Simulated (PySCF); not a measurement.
Two species compared at the same levels of theory.

First species: C8H7BrO.
Structure used (PBE0-D3(BJ)/def2-SVP), in Å, numbered top down from 1:
```
atom  x, y, z in Å
C1    -2.277   -1.076   -0.363
C2    -1.062   -0.230   -0.121
C3    -1.158    1.156    0.049
C4    -0.022    1.941    0.252
C5     1.234    1.354    0.291
C6     1.351   -0.035    0.125
C7     2.725   -0.585    0.187
O8     3.714    0.041    0.367
Br9    2.877   -2.536   -0.055
C10    0.208   -0.812   -0.078
H11   -3.198   -0.555   -0.064
H12   -2.222   -2.024    0.191
H13   -2.371   -1.329   -1.432
H14   -2.143    1.629    0.024
H15   -0.123    3.021    0.383
H16    2.137    1.946    0.451
H17    0.316   -1.892   -0.202
```

Second species: C₅H₃FOS.
Bonds: F1–C2, C2–C3 (double), C3–C4, C4–S5 (double), C4–C6, C6–C7 (double), C7–O8, C2–O8. Hydrogens: H9 on C3; H10 on C6; H11 on C7.

Levels: CAM-B3LYP/def2-SVPD for dipole moment, HOMO energy, LUMO energy, HOMO–LUMO gap, static isotropic polarisability and electronic spatial extent ⟨r²⟩ about the centre of nuclear charge; TDDFT CAM-B3LYP/def2-SVPD for lowest singlet excitation; PBE0-D3(BJ)/def2-SVP for rotational constant A and rotational constant C. Geometries: PBE0-D3(BJ)/def2-SVP. All species are isolated and taken at one optimised geometry, non-relativistic unless stated. Electronic properties by PySCF.

Dipoles, sizes and rotational constants follow the conformer. The torsions of the flexible species, by atom-mapped SMILES:
- `[CH3:1][c:2]1[cH:3][cH:4][cH:5][c:6]([C:7](=[O:8])[Br:9])[cH:10]1`: C5–C6–C7–O8 0°

```json
{"property": "dipole moment", "column X": "4.32 D", "column Y": "3.82 D"}
{"property": "HOMO energy", "column X": "-8.84 eV", "column Y": "-7.63 eV"}
{"property": "LUMO energy", "column X": "-1.19 eV", "column Y": "-1.33 eV"}
{"property": "HOMO–LUMO gap", "column X": "7.65 eV", "column Y": "6.30 eV"}
{"property": "lowest singlet excitation", "column X": "4.46 eV", "column Y": "2.57 eV"}
{"property": "static isotropic polarisability", "column X": "120.3 au", "column Y": "89.8 au"}
{"property": "electronic spatial extent ⟨r²⟩ about the centre of nuclear charge", "column X": "2377 bohr²", "column Y": "1135 bohr²"}
{"property": "rotational constant A", "column X": "1.733 GHz", "column Y": "3.753 GHz"}
{"property": "rotational constant C", "column X": "0.425 GHz", "column Y": "0.909 GHz"}
```

(1) Which column belongs to which species?

(2) How does each property change from the first species to the second?

Answers

(1) Column X is the first species and column Y the second. The first has 17 atoms and 98 electrons, the second 11 and 66.

(2) dipole moment -0.50 D; HOMO energy +1.21 eV; LUMO energy -0.14 eV; HOMO–LUMO gap -1.35 eV; lowest singlet excitation -1.89 eV; static isotropic polarisability -30.5 au; electronic spatial extent ⟨r²⟩ about the centre of nuclear charge -1242 bohr²; rotational constant A +2.020 GHz; rotational constant C +0.484 GHz.

On the first: No computed singlet falls in the visible range (750 to 380 nm, 1.65 to 3.26 eV); S1 lies 1.20 eV above its blue end. The principal polarisabilities are 71.6, 133.1 and 156.3 au; their mean is the isotropic value. Relativistic effects, spin–orbit coupling among them, are left out although an element past zinc is present.

On the second: The principal polarisabilities are 51.0, 81.5 and 136.8 au; their mean is the isotropic value. In wavenumbers S1 is 20700 cm⁻¹ (1 eV = 8065.54 cm⁻¹).
